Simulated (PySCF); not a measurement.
In(F)3 cation (F3In), SMILES [F][In]([F])[F] (connectivity only; charge and spin as stated), charge +1, multiplicity 2.

The structure is a stationary point at B3LYP-D3(BJ)/def2-SVP. The spin state was assumed, not searched. The isomer is the one that the SMILES or the coordinates give; other isomers of the formula were not compared. The def2 effective core potentials stand for the cores of In; spin–orbit coupling is left out.

Method: B3LYP-D3(BJ)/def2-SVP (PySCF).

Frequencies are harmonic and unscaled.

Computed harmonic wavenumbers and intensities:
| mode | ν (cm⁻¹) | IR (km/mol) | moving atoms (share of kinetic energy) |
|---|---|---|---|
| 1 | 80 | 10.8 | F 72 %, In 28 % |
| 2 | 110 | 28.7 | F 69 %, In 31 % |
| 3 | 308 | 9.0 | F 92 % |
| 4 | 336 | 28.9 | F 97 % |
| 5 | 554 | 4.2 | F 96 % |
| 6 | 702 | 25.4 | F 78 %, In 22 % |
